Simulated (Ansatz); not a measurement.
```yaml
crystal:
  periodic: [false, false, false]
  atoms:
    - {symbol: C, position_ang: [-1.850538, 2.580066, 2.143340]}
    - {symbol: O, position_ang: [-0.615161, 1.776429, -0.569091]}
    - {symbol: Ge, position_ang: [1.794931, -1.234827, -0.652998]}
    - {symbol: O, position_ang: [2.789691, -1.361780, -4.418822]}
    - {symbol: O, position_ang: [-0.056745, -4.502747, 0.251375]}
    - {symbol: H, position_ang: [-3.334768, 4.667470, 1.783342]}
    - {symbol: H, position_ang: [-3.339422, 0.754980, 3.064493]}
    - {symbol: H, position_ang: [-0.232969, 3.210224, 3.846048]}
    - {symbol: H, position_ang: [4.266528, -0.999893, 1.511967]}
    - {symbol: H, position_ang: [2.114461, 0.450036, -5.456433]}
    - {symbol: H, position_ang: [-1.315937, -5.243080, -1.246719]}
basis:
  gaussian: {orbitals: pcseg-2}
hamiltonian: {xc: {name: B2PLYP}}
```

```sh
$ ansatz run in.yaml --threads 4 --pin off --events-out ev --progress --plain --max-ram 10444MiB
```

It prints (some lines left out):

```
Functional definition: B2PLYP
1410 factors; integrals over basis functions are off by at most 1.7e-3 eV
mean field evaluation 1: about -63656.7193 eV, gradient 1.4e2 eV
mean field evaluation 2: about -63656.7473 eV, gradient 1.4e2 eV
mean field evaluation 4: about -63590.8602 eV, gradient 1.3e2 eV
mean field evaluation 8: about -63664.4743 eV, gradient 1.1e2 eV
mean field evaluation 16: about -63722.1900 eV, gradient 3.5e0 eV
mean field evaluation 32: about -63722.5948 eV, gradient 1.4e0 eV
mean field evaluation 64: about -63722.6011 eV, gradient 6.9e-1 eV
mean field evaluation 96: about -63722.3743 eV, gradient 1.8e0 eV
mean field evaluation 160: about -63722.5541 eV, gradient 1.2e0 eV
mean field evaluation 192: about -63722.5942 eV, gradient 6.3e-3 eV
mean field -63722.60356990 eV, -2341.7624884617 hartree, gradient 3.3e-6 eV, S^2 0.000000; 8 other end points of the search recorded, 0 dependent functions left out; unrestricted orbitals would lower it
13 core orbitals not correlated: weight in the atoms' cores, before any rotation towards them, 1.000 or more for the frozen orbitals, at most 0.000 for the correlated occupied ones
reference -63722.60392248 eV, -2341.7625014190 hartree; 21, 21 occupied and 213, 213 virtual orbitals, 1410 factors
second order -50.69552134 eV of doubles, -0.00000000 eV of singles
Total energy: -63736.29171324 eV, -2342.2655184515 hartree
```

(1) Something in this input is off. What?

Results:

(1) The geometry is stretched to more than twice its size. The calculation finished and met its thresholds. The result belongs to that input, not to the molecule as meant.
